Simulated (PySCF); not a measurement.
## Splitting trees

Geometry (Å), atoms numbered from 1 in this order:
```xyz
12

C    -2.3087   -0.2211    0.3831
C    -1.3661    0.6111   -0.0280
N    -0.0255    0.2604   -0.0876
N     0.8920    1.1083   -0.4999
C     2.0361    0.4531   -0.4299
C     1.7343   -0.8310    0.0484
F     2.5694   -1.8295    0.2772
N     0.4352   -0.9271    0.2556
H    -2.0640   -1.2217    0.6926
H    -3.3383    0.0811    0.4185
H    -1.5353    1.6266   -0.3519
H     2.9722    0.8889   -0.7039
```

Theoretical values (PySCF 2.14): J couplings at B3LYP/pcJ-1 (spin–dipole term only in couplings to heteroatoms), σ from GIAO-PBE0/pcSseg-1, GFN2-xTB geometry. Non-relativistic Hamiltonian, no solvent model, one computed conformer.

δ = σ(ref) − σ, references computed at the same level: TMS for $^{1}$H and $^{13}$C.

Spectrometer: 600 MHz for $^{1}$H. First-order analysis; couplings under 1 Hz (under 4 Hz in carbon signals) are ignored, and nearly equal couplings are merged; the smaller ones broaden or split the lines further.

Question: What pattern does H9 show ($^{1}$H)?

Answer: A doublet of doublets at δ 6.40: 16.6 Hz to H11 (1 × $^{1}$H, 3 bonds away), 2.3 Hz to H10 (1 × $^{1}$H, 2 bonds away). Lines in Hz from the centre (relative intensity): +9.4 (1), +7.2 (1), -7.2 (1), -9.4 (1). The outer lines are 18.9 Hz apart, the sum of the couplings kept, or 0.032 ppm at this field.

Question: What pattern does C1 show in the proton-coupled $^{13}$C spectrum?

Answer: A doublet of doublets at δ 110.4: 172.0 Hz to H10 (1 × $^{1}$H, 1 bond away), 169.3 Hz to H9 (1 × $^{1}$H, 1 bond away). Lines in Hz from the centre (relative intensity): +170.7 (1), +1.4 (1), -1.4 (1), -170.7 (1). The outer lines are 341.3 Hz apart, the sum of the couplings kept, or 2.262 ppm at this field.

Question: What pattern does C2 show in the proton-coupled $^{13}$C spectrum?

Answer: A doublet of doublets of doublets at δ 139.8: 188.4 Hz to H11 (1 × $^{1}$H, 1 bond away), 6.5 Hz to H9 (1 × $^{1}$H, 2 bonds away), 5.7 Hz to H10 (1 × $^{1}$H, 2 bonds away). Lines in Hz from the centre (relative intensity): +100.3 (1), +94.6 (1), +93.8 (1), +88.1 (1), -88.1 (1), -93.8 (1), -94.6 (1), -100.3 (1). The outer lines are 200.6 Hz apart, the sum of the couplings kept, or 1.330 ppm at this field.

Question: What pattern does H10 show ($^{1}$H)?

Answer: A doublet of doublets at δ 5.35: 10.2 Hz to H11 (1 × $^{1}$H, 3 bonds away), 2.3 Hz to H9 (1 × $^{1}$H, 2 bonds away). Lines in Hz from the centre (relative intensity): +6.2 (1), +4.0 (1), -4.0 (1), -6.2 (1). The outer lines are 12.5 Hz apart, the sum of the couplings kept, or 0.021 ppm at this field.

Unscaled 3J(H,H) at this level run about 10 % above measured values.
